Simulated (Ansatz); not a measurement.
C4H10Si can be A, `C[SiH2]C1CC1`, or B, `C/C=C/[SiH2]C`.

Isolated molecules relaxed with PBE0-D4/def2-TZVP in Ansatz; ΔE leaves out vibrations. CBS: MP2 limit from def2 TZ/QZ plus the TZ coupled-cluster correction, frozen cores. DFT in def2-TZVPP. B3LYP here is the variant with VWN-RPA as its local correlation; programs differ in this. Each species was taken in one conformer, which may not be the lowest.

Question: Which is lower in electronic energy at CCSD(T)/CBS, and by how much? (Estimate.)

Answer: The calculation gave: B, by 32.3 kJ/mol.

Question: Give E(B) − E(A) in kJ/mol with CCSD(T)/def2-TZVPP, PBE0-D4, r2SCAN-D4, B3LYP-D4, CCSD/def2-TZVPP, PBE-D4, MP2/def2-TZVPP. (Best estimate.)

Answer: The calculation gave: CCSD(T)/def2-TZVPP -31.4, PBE0-D4 -18.2, r2SCAN-D4 -25.9, B3LYP-D4 -40.1, CCSD/def2-TZVPP -30.6, PBE-D4 -25.0, MP2/def2-TZVPP -20.1. None reverses the order clearly.

Largest T1 diagnostic: 0.011.

In def2-TZVPP, CCSD(T) changes the Hartree–Fock value by +14.4 kJ/mol (the triples alone add −0.8 kJ/mol) and MP2 by +25.6 kJ/mol. From PBE to PBE0 (25 % exact exchange), in def2-TZVPP and without D4, E(B) − E(A) moves by +7.0 kJ/mol.
